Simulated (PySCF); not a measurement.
SMILES C[C]([Mg][SeH])(C)C (C₄H₁₀MgSe) (GFN2-xTB optimised geometry):

```
16

Mg     0.880    -0.108     0.000
C     -1.147     0.429     0.137
C     -1.457     1.897    -0.122
C     -1.839    -0.449    -0.896
C     -1.609     0.027     1.532
H     -2.537     2.071    -0.055
H     -1.130     2.198    -1.119
H     -0.968     2.538     0.613
H     -1.553    -0.160    -1.912
H     -1.574    -1.502    -0.745
H     -2.927    -0.367    -0.813
H     -1.354    -1.019     1.734
H     -1.144     0.656     2.296
H     -2.694     0.130     1.625
Se     1.505    -2.538     0.000
H      2.927    -2.538     0.000
```

Computed with B3LYP/def2-TZVP in PySCF.

**Question.** What are the frontier orbital energies and the dipole moment?

**Answer.** HOMO-2 -7.33 eV, HOMO-1 -6.06 eV, HOMO -5.88 eV, LUMO -2.43 eV, LUMO+1 -0.49 eV; dipole moment 4.12 D.

On the same geometry PBE/def2-TZVP (PySCF) gives HOMO-2 -6.48 eV, HOMO-1 -5.22 eV, HOMO -5.05 eV, LUMO -2.80 eV, LUMO+1 -0.93 eV; dipole moment 3.83 D.

Meta-Löwdin charges at B3LYP/def2-TZVP: Mg1 1.14, C2 -0.33, C3 -0.33, C4 -0.34, C5 -0.34, H6 0.09, H7 0.09, H8 0.09, H9 0.10, H10 0.10, H11 0.10, H12 0.10, H13 0.09, H14 0.09, Se15 -0.73, H16 0.06.
